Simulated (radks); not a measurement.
Effect of the nuclear size on the hafnium ion Hf57+, [Ne] 3s2 3p3. Calculated with a radial shooting solver on a logarithmic mesh with Libxc functionals: Dirac Kohn-Sham, relativistic LDA (MacDonald-Vosko exchange, VWN5 correlation), spin-unpolarised, spherical densities, finite nucleus; open shells fill j = l - 1/2 first; Fermi nuclear charge, rms radius 5.347 fm. The rms radius is varied about that value; shifts are against it.

rms radius (fm)  total energy shift (eV)  density at nucleus (e/bohr^3)  1s1/2 shift (meV)  2s1/2 shift (meV)  2p1/2 shift (meV)  3s1/2 shift (meV)  3p1/2 shift (meV)  3p3/2 shift (meV)  4s1/2 (empty) shift (meV)
4.7535                             -10.1                       1.24e+06              -4060               -575              -4.41               -153              -2.16               6.96                      -59.9
5.1224                             -3.90                       1.21e+06              -1580               -223              -1.72              -59.2             -0.839               2.70                      -23.2
5.347                                  0                      1.193e+06              0.000              0.000              0.000              0.000              0.000              0.000                      0.000
5.5181                              3.05                      1.181e+06               1230                174               1.35               46.3              0.657              -2.11                       18.1
6.1597                              15.0                      1.139e+06               6080                860               6.71                228               3.26              -10.4                       89.6

Slopes of the eigenvalues against <r^2> in GHz/fm^2, as finite differences over the two radii next to the reference (eigenvalue slopes, not the field-shift constants of lines): 1s1/2 161000, 2s1/2 22800, 2p1/2 176, 3s1/2 6060, 3p1/2 85.9, 3p3/2 -276, 4s1/2 (empty) 2380.
